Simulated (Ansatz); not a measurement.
Two isomers of CH5BFNSi: A = `FBC1N[SiH2]1`, B = `FCB1N[SiH2]1`.

Calculated with Ansatz (gas phase, PBE0-D4/def2-TZVP geometries, no zero-point term in ΔE). CCSD(T)/CBS is the MP2 limit (def2-TZVPP, def2-QZVPP) plus CCSD(T) − MP2 in def2-TZVPP, frozen cores. DFT in def2-TZVPP. B3LYP here is the variant with VWN-RPA as its local correlation; programs differ in this. One conformer a species, not always the lowest.

Which is lower in electronic energy at CCSD(T)/CBS, and by how much? (Best estimate.)

Ansatz gave: A, by 70.5 kJ/mol.

Give E(B) − E(A) in kJ/mol with CCSD(T)/def2-TZVPP, HF/def2-TZVPP, B3LYP-D4, B3LYP, CCSD/def2-TZVPP, B2PLYP, r2SCAN-D4. (An estimate is asked.)

Ansatz gave: CCSD(T)/def2-TZVPP 69.4, HF/def2-TZVPP 68.9, B3LYP-D4 64.4, B3LYP 61.1, CCSD/def2-TZVPP 68.4, B2PLYP 67.9, r2SCAN-D4 68.0. None reverses the order clearly.

Largest T1 diagnostic: 0.013.

The D4 term adds +3.3 kJ/mol with B3LYP and +1.5 kJ/mol with PBE0; it sums over pairs of atoms, weighted by their polarisabilities, and B3LYP, whose exchange is more repulsive, gets the larger term.
